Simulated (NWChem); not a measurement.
System: SnNH3O, singlet; SMILES [Sn]([NH2])[OH]

NWChem input:

```
start job
memory heap 200 mb stack 900 mb global 1100 mb
geometry units angstroms noautoz
  Sn    -0.377638     0.022619     0.000000
  O      0.942646     1.529759     0.000000
  H      1.870809     1.268166     0.000000
  N      1.006076    -1.475020     0.000000
  H      2.016156    -1.361649     0.000000
  H      0.760739    -2.460560     0.000000
end
basis spherical
  Sn library sto-3g
  O library sto-3g
  H library sto-3g
  N library sto-3g
end
dft
  xc xtpss03 ctpss03
  iterations 150
  mulliken
end
task dft energy
```

NWChem printed, in part:

```
             Northwest Computational Chemistry Package (NWChem) 7.3.0
             --------------------------------------------------------

 CS  symmetry detected

                             Geometry "geometry" -> ""
                             -------------------------

 Output coordinates in angstroms (scale by  1.889725989 to convert to a.u.)

  No.       Tag          Charge          X              Y              Z
 ---- ---------------- ---------- -------------- -------------- --------------
    1 Sn                  50.0000    -0.38218207     0.02633096     0.00000000
    2 O                    8.0000     0.98056743     1.49518583     0.00000000
    3 H                    1.0000     1.90088853     1.20721616     0.00000000
    4 N                    7.0000     0.95823660    -1.51017963     0.00000000
    5 H                    1.0000     1.97114015    -1.42567529     0.00000000
    6 H                    1.0000     0.68487918    -2.48831820     0.00000000

 Effective nuclear repulsion energy (a.u.)     251.9408288447

      Symmetry information
      --------------------

 Group name             Cs
 Group number              2
 Group order               2
 No. of unique centers     6

                                 NWChem DFT Module
                                 -----------------

 Summary of "ao basis" -> "ao basis" (spherical)
 ------------------------------------------------------------------------------
       Tag                 Description            Shells   Functions and Types
 ---------------- ------------------------------  ------  ---------------------
 Sn                          sto-3g                 11       27   5s4p2d
 O                           sto-3g                  3        5   2s1p
 H                           sto-3g                  1        1   1s
 N                           sto-3g                  3        5   2s1p

      Symmetry analysis of basis
      --------------------------

        a'         30
        a"         10

            General Information
            -------------------
          SCF calculation type: DFT
          Wavefunction type:  closed shell.
          No. of atoms     :     6
          No. of electrons :    68
           Alpha electrons :    34
            Beta electrons :    34
          Charge           :     0
          Spin multiplicity:     1
          Use of symmetry is: on ; symmetry adaption is: on
          Maximum number of iterations: 150
          AO basis - number of functions:    40
                     number of shells:    20
          Convergence on energy requested:  1.00D-06
          Convergence on density requested:  1.00D-05
          Convergence on gradient requested:  5.00D-04

              XC Information
              --------------
                  TPSS metaGGA Exchange Functional  1.000
             TPSS03 metaGGA Correlation Functional  1.000

             Grid Information
             ----------------
          Grid used for XC integration:  medium
          Radial quadrature: Mura-Knowles
          Angular quadrature: Lebedev.
          Tag              B.-S. Rad. Rad. Pts. Rad. Cut. Ang. Pts.
          ---              ---------- --------- --------- ---------
          Sn                  1.45      123           8.0       590
          O                   0.60       49          10.0       434
          H                   0.35       45          10.0       434
          N                   0.65       49           8.0       434
          Grid pruning is: on
          Number of quadrature shells:   356
          Spatial weights used:  Erf1

      Superposition of Atomic Density Guess
      -------------------------------------

 Sum of atomic energies:       -6091.98637111

      Non-variational initial energy
      ------------------------------

 Total energy =   -6091.909579
 1-e energy   =   -8934.884217
 2-e energy   =    2591.033809
 HOMO         =      -0.109279
 LUMO         =       0.159787

      Symmetry analysis of molecular orbitals - initial
      -------------------------------------------------

  Numbering of irreducible representations:

     1 a'          2 a"

  Orbital symmetries:

     1 a'          2 a'          3 a'          4 a'          5 a"
     6 a'          7 a'          8 a'          9 a"         10 a'
    11 a'         12 a'         13 a'         14 a"         15 a"
    16 a'         17 a'         18 a'         19 a'         20 a"
    21 a'         22 a'         23 a'         24 a'         25 a'
    26 a"         27 a"         28 a'         29 a'         30 a'
    31 a'         32 a"         33 a"         34 a'         35 a"
    36 a'         37 a'         38 a'         39 a'         40 a'

     ---------------------------------------------
      Total Density - Mulliken Population Analysis
     ---------------------------------------------

    Atom       Charge   Shell Charges
 -----------   ------   -------------------------------------------------------
    1 Sn  50    48.96   2.00  2.00  6.00  2.00  5.99  2.00  5.98  1.80  1.20 10.00  9.99
    2 O    8     8.92   2.00  1.85  5.07
    3 H    1     0.66   0.66
    4 N    7     7.96   2.00  1.64  4.33
    5 H    1     0.75   0.75
    6 H    1     0.75   0.75

   convergence    iter        energy       DeltaE   RMS-Dens  Diis-err
 ---------------- ----- ----------------- --------- --------- ---------
 d= 0,ls=0.0,diis     1  -6094.9261807618 -6.35D+03  8.94D-02  6.71D-01
 d= 0,ls=0.0,diis     2  -6093.2171721763  1.71D+00  8.12D-02  8.51D+00
 d= 0,ls=0.0,diis     3  -6094.7483610039 -1.53D+00  3.82D-02  1.80D+00
 d= 0,ls=0.0,diis     4  -6095.0608241587 -3.12D-01  7.36D-03  1.58D-02
 d= 0,ls=0.0,diis     5  -6095.0649404853 -4.12D-03  1.78D-03  2.58D-03
  Resetting Diis
 d= 0,ls=0.0,diis     6  -6095.0655969345 -6.56D-04  1.75D-04  4.30D-05
 d= 0,ls=0.0,diis     7  -6095.0656062947 -9.36D-06  1.36D-04  1.22D-06
 d= 0,ls=0.0,diis     8  -6095.0656042377  2.06D-06  1.01D-04  1.13D-05
 d= 0,ls=0.0,diis     9  -6095.0656065377 -2.30D-06  1.66D-05  1.91D-07
 d= 0,ls=0.0,diis    10  -6095.0656065752 -3.75D-08  3.55D-06  1.09D-08

         Total DFT energy =    -6095.065606575168
      One electron energy =    -8932.397794078461
           Coulomb energy =     2763.491217129098
    Exchange-Corr. energy =     -178.099858470530
 Nuclear repulsion energy =      251.940828844725

 Numeric. integr. density =       67.999996672101

                  Occupations of the irreducible representations
                  ----------------------------------------------

                     irrep           alpha         beta
                     --------     --------     --------
                     a'               25.0         25.0
                     a"                9.0          9.0

                       DFT Final Molecular Orbital Analysis
                       ------------------------------------

 Vector   32  Occ=2.000000D+00  E=-1.166054D-01  Symmetry=a"
              MO Center=  6.3D-01,  1.7D-01, -5.3D-17, r^2= 2.8D+00
   Bfn.  Coefficient  Atom+Function         Bfn.  Coefficient  Atom+Function
  ----- ------------  ---------------      ----- ------------  ---------------
    32      0.626829  2 O  pz                38      0.530211  4 N  pz
    17      0.487824  1 Sn pz                13     -0.175902  1 Sn pz
    26      0.067247  1 Sn d  1               9      0.065662  1 Sn pz
     5     -0.025728  1 Sn pz                21     -0.025423  1 Sn d  1

 Vector   33  Occ=2.000000D+00  E=-8.165424D-02  Symmetry=a'
              MO Center= -6.6D-01,  1.8D-01,  4.6D-16, r^2= 2.5D+00
   Bfn.  Coefficient  Atom+Function         Bfn.  Coefficient  Atom+Function
  ----- ------------  ---------------      ----- ------------  ---------------
    14      0.739517  1 Sn s                 15     -0.558988  1 Sn px
    31      0.378608  2 O  py                11      0.213430  1 Sn px
    35     -0.197233  4 N  s                 10     -0.192140  1 Sn s
    30      0.149338  2 O  px                36      0.141392  4 N  px
    37     -0.128648  4 N  py                39      0.123780  5 H  s

 Vector   34  Occ=2.000000D+00  E=-7.475388D-02  Symmetry=a"
              MO Center=  9.6D-01, -1.6D-01,  3.3D-17, r^2= 2.7D+00
   Bfn.  Coefficient  Atom+Function         Bfn.  Coefficient  Atom+Function
  ----- ------------  ---------------      ----- ------------  ---------------
    38     -0.737594  4 N  pz                32      0.670981  2 O  pz
    24     -0.076780  1 Sn d -1              17     -0.033013  1 Sn pz
    19      0.028956  1 Sn d -1

 Vector   35  Occ=0.000000D+00  E= 6.373015D-02  Symmetry=a"
              MO Center= -5.7D-02,  4.4D-03, -9.1D-17, r^2= 2.7D+00
   Bfn.  Coefficient  Atom+Function         Bfn.  Coefficient  Atom+Function
  ----- ------------  ---------------      ----- ------------  ---------------
    17      0.935043  1 Sn pz                38     -0.426738  4 N  pz
    32     -0.401791  2 O  pz                13     -0.310958  1 Sn pz
     9      0.115639  1 Sn pz                 5     -0.045268  1 Sn pz
    26     -0.026295  1 Sn d  1

 Vector   36  Occ=0.000000D+00  E= 1.817915D-01  Symmetry=a'
              MO Center= -4.2D-02,  2.2D-01, -3.1D-16, r^2= 2.8D+00
   Bfn.  Coefficient  Atom+Function         Bfn.  Coefficient  Atom+Function
  ----- ------------  ---------------      ----- ------------  ---------------
    16      1.003399  1 Sn py                29     -0.524482  2 O  s
    31      0.391785  2 O  py                35      0.376712  4 N  s
    33      0.330109  3 H  s                 12     -0.304130  1 Sn py
    39     -0.247573  5 H  s                 15      0.228194  1 Sn px
    37      0.154398  4 N  py                23      0.122310  1 Sn d -2

 Vector   37  Occ=0.000000D+00  E= 2.385516D-01  Symmetry=a'
              MO Center=  3.9D-01, -3.4D-01, -1.0D-15, r^2= 2.7D+00
   Bfn.  Coefficient  Atom+Function         Bfn.  Coefficient  Atom+Function
  ----- ------------  ---------------      ----- ------------  ---------------
    15      0.887285  1 Sn px                35     -0.875050  4 N  s
    14      0.459934  1 Sn s                 31      0.416802  2 O  py
    40      0.405920  6 H  s                 16     -0.300218  1 Sn py
    29     -0.295188  2 O  s                 39      0.262271  5 H  s
    11     -0.259537  1 Sn px                36      0.177126  4 N  px

     ---------------------------------------------
      Total Density - Mulliken Population Analysis
     ---------------------------------------------

    Atom       Charge   Shell Charges
 -----------   ------   -------------------------------------------------------
    1 Sn  50    49.55   2.00  2.00  6.00  2.00  5.99  2.00  5.97  1.79  1.84 10.00  9.96
    2 O    8     8.37   2.00  1.88  4.49
    3 H    1     0.84   0.84
    4 N    7     7.54   1.99  1.56  3.98
    5 H    1     0.86   0.86
    6 H    1     0.85   0.85

     -------------------------------------------
      Total Density - Lowdin Population Analysis
     -------------------------------------------

    Atom       Charge   Shell Charges
 -----------   ------   -------------------------------------------------------
    1 Sn  50    49.65   2.00  2.00  6.00  2.00  5.99  2.00  5.88  1.78  2.04 10.00  9.96
    2 O    8     8.27   2.00  1.76  4.52
    3 H    1     0.89   0.89
    4 N    7     7.37   1.99  1.36  4.02
    5 H    1     0.91   0.91
    6 H    1     0.90   0.90

     Multipole analysis of the density
     ---------------------------------

     L   x y z        total         alpha         beta         nuclear
     -   - - -        -----         -----         ----         -------
     0   0 0 0     -0.000000    -34.000000    -34.000000     68.000000

     1   1 0 0      0.684570      0.342285      0.342285      0.000000
     1   0 1 0     -0.578196     -0.289098     -0.289098      0.000000
     1   0 0 1      0.000000      0.000000      0.000000      0.000000

     2   2 0 0    -24.025150    -64.490452    -64.490452    104.955753
     2   1 1 0     -0.598253      1.706923      1.706923     -4.012099
     2   1 0 1     -0.000000     -0.000000     -0.000000      0.000000
     2   0 2 0    -25.977054    -90.776052    -90.776052    155.575050
     2   0 1 1      0.000000      0.000000      0.000000      0.000000
     2   0 0 2    -24.541851    -12.270926    -12.270926      0.000000
```

Level: TPSS/STO-3G, non-relativistic. Low-valent species are run as closed-shell singlets; no triplet was tried in these runs. Structure relaxed at the PBE0/def2-SVP (def2 core potentials past Kr) level.
